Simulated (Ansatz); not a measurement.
C₂H₇GeN, SMILES `C1[CH2][GeH2][NH]1`. The species carries charge 0 and has multiplicity 1.

```xyz
11

C    -0.2965    0.4377   -0.9744
C     0.7882   -0.5732   -0.5374
Ge    0.1101   -0.3355    1.2952
N    -1.1843    0.4153    0.2012
H     0.1579    1.4209   -1.1553
H    -0.8198    0.1442   -1.8923
H     1.8133   -0.2799   -0.7537
H     0.6118   -1.5788   -0.9183
H     0.9050    0.6285    2.2107
H    -0.3710   -1.5323    2.1377
H    -1.7147    1.2531    0.3866
```

Problem. List the harmonic frequencies (cm⁻¹, unscaled) at PBE0-D4/def2-TZVP in Ansatz. (Best estimate.)

Solution. Computed: 154, 405, 450, 524, 589, 619, 707, 736, 842, 894, 917, 955, 1042, 1106, 1148, 1230, 1259, 1361, 1449, 1522, 2091, 2133, 3001, 3036, 3108, 3171, 3610.

Problem. Is this a minimum?

Solution. Yes, all 27 modes are real.

Problem. Give the ideal-gas thermochemistry at 298.15 K and 1 bar (rigid rotor, harmonic oscillator; point group C1, symmetry number 1).

Solution. Zero-point energy 227.6 kJ/mol; H(298) − E = 243.5 kJ/mol; entropy 304.5 J/(mol·K), of which translation 168.3, rotation 105.7, vibration 30.5; G(298) − E = 152.8 kJ/mol.

Problem. And at 400, 500, 600, 800 and 1000 K?

Solution. 
```
T (K)  H − E (kJ/mol)  S (J/mol/K)  G − E (kJ/mol)
  400           253.8        333.9           120.2
  500           266.2        361.5            85.5
  600           280.5        387.5            48.0
  800           313.2        434.4           -34.3
 1000           350.3        475.6          -125.4
```

Problem. Rotational constants (cm⁻¹)?

Solution. 0.3178, 0.1471, 0.1101.
